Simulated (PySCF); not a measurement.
A GIAO shielding run with PySCF 2.14.0 with density-fitted response routines (density fitting, non-relativistic, gas phase) on `C=N[C@@H]1CC[Si]1(P)P`, C$_{4}$H$_{11}$NP$_{2}$Si:

```
$ OMP_NUM_THREADS=1 python probes_run.py task.json out

{"job": {"kind": "nmr", "xc": "PBE0", "basis": "pcSseg-1"}, "charge": 0, "multiplicity": 1}
C      2.455914     1.284569     0.757022
N      1.756292     0.620747    -0.047285
C      0.834418    -0.342246     0.403573
C      0.729995    -1.563662    -0.520620
C     -0.784271    -1.658815    -0.748331
Si    -1.005320     0.127302    -0.063817
P     -2.364258     0.510004     1.710852
P     -1.063159     1.671074    -1.716022
H      2.443653     1.145606     1.843340
H      3.112756     2.046150     0.363939
H      0.970358    -0.613605     1.461271
H      1.247035    -1.337990    -1.451403
H      1.166385    -2.462614    -0.087880
H     -1.064817    -1.852222    -1.780188
H     -1.241584    -2.426592    -0.127212
H     -3.350074     1.072991     0.920747
H     -2.952055    -0.740700     1.653628
H      0.312920     1.792157    -1.739714
H     -1.213993     2.737098    -0.839361
```

Hardware: 1 thread of an Arm Neoverse N1, shared host. The job also computes population analyses, field gradients, ring-centre shieldings.

Question: How large is the calculation?

Answer: 86 electrons, 212 basis functions and 1165 auxiliary functions.

Question: How long does it take, and how much memory does it need?

Answer: 82 s of wall time, with 14 SCF cycles and 5 response iterations; peak memory 1.1 GiB. Times on a shared host scatter by some tens of per cent.
